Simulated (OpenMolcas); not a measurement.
## Ions of charge +4 along the 5d row with 6 fluoride ligands in octahedral coordination

```json
{"Program": "OpenMolcas 26.06", "Method": "CASSCF", "Spin-orbit coupling": "RASSI with atomic mean-field integrals over the reference wave functions"}
```

The d shell is active. Anionic complexes are neutralised by point charges behind the ligands. Distances were set from a Shannon-type radius of the metal (high-spin where two are listed) plus a fixed donor radius (F 1.31 Å). Ligand basis ANO-RCC-VDZP, DKH2 Hamiltonian. States (labels of O, the rotations of Oh). Energies in cm-1 above the lowest state or level, χT in cm3 K/mol; under a threefold ground state the first gap can be a small split of the lowest multiplet, not the spin-orbit step; 10Dq and B are least-squares fits to the states below 45000 cm-1, weighted by degeneracy, with a free offset, and given where the rms deviation is under 5 % of |10Dq| (or 100 cm-1) and under 700 cm-1. Spin-only χT is S(S+1) / 2 for the spin of the ground state.

| Ion | Shell | R (Å) | Metal basis | Outer charge (e at Å behind ligand) | Ground state | First state of that spin | 10Dq | B (rms of fit) | First gap with spin-orbit (degeneracies) | χT at 300 K | First state of another spin | Spin-only χT |
| --- | --- | --- | --- | --- | --- | --- | --- | --- | --- | --- | --- | --- |
| Ta4+ | 5d1 | 1.99 | ANO-RCC-VDZP | 0.33 at 2.8 | 2T2 | 2E 35442 | 35442 |  | 4005 (4, 2) | 0.042 |  | 0.375 |
| W4+ | 5d2 | 1.97 | ANO-RCC-VTZP | 0.33 at 2.4 | 3T1 | 3T2 32917 | 34366 | 700 (99) | 261.4 (2, 3) | 0.134 | 1T2 10105 | 1.000 |
| Re4+ | 5d3 | 1.94 | ANO-RCC-VDZP | 0.33 at 2.8 | 4A2 | 4T2 35636 | 35641 | 709 (8) | 13379 (4, 4) | 1.434 | 2E 14240 | 1.875 |
| Os4+ | 5d4 | 1.94 | ANO-RCC-VDZP | 0.33 at 2.6 | 3T1 | 3E 30308 | 33156 | 686 (231) | 4034 (1, 3) | 0.181 | 1T2 8870 | 1.000 |
| Ir4+ | 5d5 | 1.94 | ANO-RCC-VTZP | 0.33 at 3.2 | 2T2 | 2T1 27765 | 31719 | 728 (335) | 7810 (2, 4) | 0.435 | 2S+1 = 4: 17704 | 0.375 |
| Pt4+ | 5d6 | 1.94 | ANO-RCC-VDZP | 0.33 at 2.6 | 1A1 | 1T1 29030 | 30220 | 737 (280) | 21247 (1, 2) | 0.017 | 3T1 23452 | 0.000 |

The rows also differ in their metal basis and outer charges, so part of each step comes from that.

Among the 6 ions with a close fit, |10Dq| is smallest for Pt4+ (30220 cm-1) and largest for Re4+ (35641 cm-1). The error differs from ion to ion, so this order need not be the real one.

B goes from 700 cm-1 (W4+) to 737 cm-1 (Pt4+).

Below the highest spin of the shell: Os4+, Ir4+, Pt4+. χT departs most from the spin-only value for W4+, by -0.866 cm3 K/mol.

With metal d orbitals alone the field can be off either way by tens of per cent. Ligand-to-metal charge-transfer states are missing. An orbital triplet at a regular site is open to Jahn-Teller coupling, which can distort the site and quench the lowest spin-orbit gaps and is left out (holds for Ta4+; W4+; Ir4+). The least metal-like active orbital is 77 % on the metal (Löwdin) and no ligand orbital is active, so the numbers are rough (holds for Ta4+; W4+). Without dynamic correlation the repulsion within the d shell is too large (B by tens of per cent), so at a given field states of lower spin stand too high (holds for W4+; Re4+; Os4+; Ir4+; Pt4+). With no ligand orbital active B as a rule stays too high, so bands that hang on it stand too high and its fall with covalency is understated (holds for W4+; Re4+; Os4+; Ir4+; Pt4+). The least metal-like active orbital is 76 % on the metal (Löwdin) and no ligand orbital is active, so the numbers are rough (holds for Re4+). The least metal-like active orbital is 74 % on the metal (Löwdin) and no ligand orbital is active, so the numbers are rough (holds for Os4+). The least metal-like active orbital is 73 % on the metal (Löwdin) and no ligand orbital is active, so the numbers are rough (holds for Ir4+). The least metal-like active orbital is 69 % on the metal (Löwdin) and no ligand orbital is active, so the numbers are rough, and ground spin, moment and any spin crossover can be artefacts of this space; highly charged d ions in such sites are as a rule low spin (holds for Pt4+). No measured value stands beside these numbers; the geometry is a model, was not optimised and need not be the one that this ion takes.

A state without a sure symmetry label is named by its multiplicity alone.
